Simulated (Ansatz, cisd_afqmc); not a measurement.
Species: Te, charge 1, quartet.

Total energies in def2-QZVPPD, 5 correlated electrons, 9 frozen orbitals. Open shells are spin-unrestricted; no spin-orbit coupling. Cores are frozen in correlated methods (noble-gas shells, and filled d and f shells in the p block). Past Kr the def2 sets carry scalar-relativistic core potentials. AFQMC is phaseless with a CISD trial state; ± is one standard error, without the phaseless bias. Outlying blocks are dropped, and bars are widened where a walk drifts. Over all cases where full CI ran beside it in this data, AFQMC minus full CI had a median of +0.1 mEh and passed +0.4 mEh in a tenth of the cases. Spin-orbit terms, left out, reach several kcal/mol for Br and I, and more for heavier atoms.

| method | program | energy (Eh) | minus CCSDT(Q) (mEh) |
|---|---|---|---|
| HF | Ansatz | -266.72271 | 84.06 |
| MP2 | Ansatz | -266.79214 | 14.64 |
| CCSD | Ansatz | -266.80351 | 3.26 |
| CCSD(T) | Ansatz | -266.80624 | 0.53 |
| CCSDT(Q) | Ansatz | -266.80677 | 0.00 |
| AFQMC/CISD | cisd_afqmc | -266.8068 ± 0.0002 | 0.0 ± 0.2 |

Ansatz is an electronic-structure program.
